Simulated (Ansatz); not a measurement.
Al₁₃As₁₄H₃₄⁺, a nanocrystal cut from zinc blende AlAs (hydrogen-capped), relaxed as a singlet with RKS PBE-D4/def2-SVP in Ansatz, starting from the GFN2-xTB geometry. Force threshold 0.03 eV/Å.

Single mean-field runs in def2-SVP are fitted with def2-universal-jkfit.

Start:

```xyz
61

Al    2.423    1.616   -4.477
Al   -3.210   -1.559   -3.182
Al    3.178    2.841   -2.044
Al    1.349    3.624    2.215
Al   -4.396   -0.143   -0.728
Al   -2.262    2.056    2.744
Al   -0.776    1.860   -1.123
Al    0.549   -1.950   -1.981
Al    2.398   -0.140    1.170
Al   -1.430   -1.487    1.503
Al   -3.191   -4.356   -0.892
Al   -0.086    1.809    4.552
Al    2.172   -4.695    2.099
As    0.841    2.636   -2.893
As   -2.605    0.693   -2.263
As    1.344   -0.637   -3.991
As   -1.541   -3.149   -2.279
As   -0.806    3.154    0.984
As    2.843    4.006    0.185
As    3.945    0.854   -0.576
As    1.919    1.375    3.088
As   -4.182    1.409    1.293
As   -3.494   -2.201    0.406
As   -1.329   -0.115    3.603
As    0.227   -0.340   -0.079
As    3.218   -2.369    1.976
As   -0.092   -3.605    2.111
H     3.871    1.484   -3.685
H     2.450    1.835   -6.007
H    -4.653   -1.716   -2.414
H    -3.196   -1.517   -4.745
H     3.986    3.855   -2.914
H     1.474    4.948    3.006
H    -5.878    0.122   -1.105
H    -2.819    2.829    3.999
H     1.846   -2.797   -1.654
H    -4.461   -4.693   -1.734
H    -2.578   -5.421    0.085
H    -0.405    3.315    3.994
H     0.272    1.658    6.055
H     2.529   -5.374    3.449
H     2.410   -5.383    0.723
H     0.850    4.167   -2.789
H    -3.535    1.724   -2.891
H     2.437   -1.650   -4.229
H     2.147   -0.152   -2.719
H    -1.285   -3.864   -3.590
H    -1.461    4.505    0.742
H     2.351    5.360   -0.258
H     4.170    4.585    0.600
H     5.025    1.463    0.292
H     4.873   -0.247   -1.023
H     3.278    1.697    3.711
H    -4.809    2.725    0.910
H    -5.297    1.090    2.251
H    -4.269   -2.156    1.741
H    -2.805   -0.136    4.053
H     2.801   -2.667    0.532
H     4.674   -2.373    1.553
H     0.093   -3.681    0.580
H    -1.093   -4.724    2.060
```

Question: Estimate the energy that the relaxation releases and the steps that it takes.

Answer: 3.83 eV, in 44 steps; 3.3 min on 11 threads of AMD EPYC 7R13 on a shared host and a whole NVIDIA H100 80GB HBM3. No frequencies were taken in this run, so the end may be a saddle point.

Question: Does the start keep its bonding?

Answer: By distances, no bond broke or formed. The bond that changes most is Al7–As25, from 2.63 to 2.45 Å (atoms count from 1).

Question: Predict the relaxed structure.

Answer: 
Cartesian coordinates in Å:
```
Al 1.917 1.032 -4.562
Al -2.198 -0.745 -3.983
Al 2.979 3.241 -1.894
Al 1.059 3.820 2.075
Al -4.593 0.024 -0.510
Al -2.572 2.364 2.697
Al -0.788 1.588 -1.057
Al 0.566 -2.349 -1.716
Al 2.318 0.051 0.962
Al -1.347 -1.358 1.564
Al -3.217 -3.989 -1.028
Al 0.795 0.193 4.532
Al 2.129 -4.132 2.734
As 0.812 2.421 -2.740
As -2.873 0.840 -2.102
As 1.807 -1.338 -3.659
As -1.671 -2.798 -2.621
As -1.016 3.117 0.891
As 2.555 4.572 0.209
As 3.784 1.128 -0.761
As 1.980 1.631 2.804
As -4.604 1.663 1.410
As -3.471 -1.952 0.479
As -1.473 0.256 3.416
As 0.202 -0.453 -0.130
As 3.319 -2.073 1.769
As -0.300 -3.472 2.382
H 3.448 1.453 -4.254
H 1.205 1.152 -5.980
H -3.435 -0.939 -4.968
H -0.761 -0.176 -4.458
H 4.022 3.985 -2.832
H 0.863 4.913 3.214
H -6.058 -0.165 -1.099
H -2.850 3.458 3.819
H 1.447 -3.440 -0.934
H -4.624 -4.296 -1.717
H -2.352 -5.044 -0.179
H 0.804 0.870 5.973
H 1.353 -1.286 4.196
H 2.418 -4.084 4.300
H 2.451 -5.297 1.694
H 0.187 3.650 -3.392
H -3.462 2.090 -2.750
H 1.416 -2.215 -4.840
H 3.251 -1.827 -3.539
H -1.339 -3.833 -3.697
H -1.621 4.422 0.377
H 2.058 5.940 -0.243
H 3.886 5.029 0.797
H 5.165 1.344 -0.155
H 4.169 0.108 -1.823
H 3.384 1.915 3.333
H -5.308 2.947 0.984
H -5.644 1.192 2.420
H -4.342 -2.328 1.677
H -2.456 -0.385 4.393
H 4.221 -2.512 0.620
H 4.419 -1.623 2.723
H -0.968 -4.525 1.500
H -1.047 -3.775 3.675
```
Bond lengths (bridged metal pairs left out): 37 × Al–As 2.43 to 2.57 Å; 19 × As–H 1.52 to 1.53 Å; 15 × Al–H 1.59 to 1.62 Å.
